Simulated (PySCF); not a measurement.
**Unknown: peak-picked proton spectrum**

Formula C$_{5}$H$_{5}$NO. The spectrum was simulated from the full spin Hamiltonian at 400 MHz with 1.0 Hz Lorentzian lines, from shifts rounded to 0.01 ppm and J to 0.1 Hz, couplings under 1 Hz left out.

```
region  integral (H)    ppm      Hz  height
     1             2  8.780  3511.8      98
     1                8.761  3504.2     100
     1                8.754  3501.4      10
     2             3  7.416  2966.4      10
     2                7.412  2965.0      26
     2                7.410  2964.1      27
     2                7.407  2963.0      16
     2                7.396  2958.5      24
     2                7.390  2956.1      77
     2                7.372  2948.7      57
     2                7.365  2946.2      10
     2                7.328  2931.2      59
     2                7.310  2923.9      28
     2                7.307  2922.9      33
     2                7.286  2914.5      22
```

PySCF 2.14 calculation with HF/pcSseg-2 with gauge-including orbitals, B3LYP/pcJ-1 coupling constants (spin–dipole term only in couplings to heteroatoms) and PBE0-D3(BJ)/def2-SVP structure; averaged over atoms made equivalent by symmetry, fast rotation or ring inversion, single conformer, gas phase, relativity neglected.

δ = σ(ref) − σ, references computed at the same level: 1H (σref 31.68) against TMS.

**Question.** Analyse the multiplets.

**Answer.** 1H NMR (400 MHz, computed): δ 8.77 (m, 2H), 7.39 (m, 2H), 7.31 (m, 1H). These are first-order names from the parameters used; overlap and second-order distortion can hide them in the list.

**Question.** What is the compound?

**Answer.** Pyridine-N-Oxide (c1[n+]([O-])cccc1).

Structure with atom numbers: `[O-:1][n+:2]1[cH:3][cH:4][cH:5][cH:6][cH:7]1` (H(Xn): hydrogen on atom n).

δ 8.77: H(C3)/H(C7), hydrogen on an aromatic CH next to a ring nitrogen, coupled to H(C4)/H(C6) (7.8 Hz). δ 7.39: H(C4)/H(C6), hydrogen on an aromatic CH, coupled to H(C5) (8.5 Hz), H(C3)/H(C7) (7.8 Hz). δ 7.31: H(C5), hydrogen on an aromatic CH, coupled to H(C4)/H(C6) (8.5 Hz).

The shifts were computed for this structure.

Multiplet labels drop couplings under 1 Hz and merge nearly equal ones. Couplings among chemically equivalent protons are left out too, so labels in AA′BB′ or AA′XX′ sets are apparent multiplicities. Unscaled 3J(H,H) at this level run about 10 % above measured values.
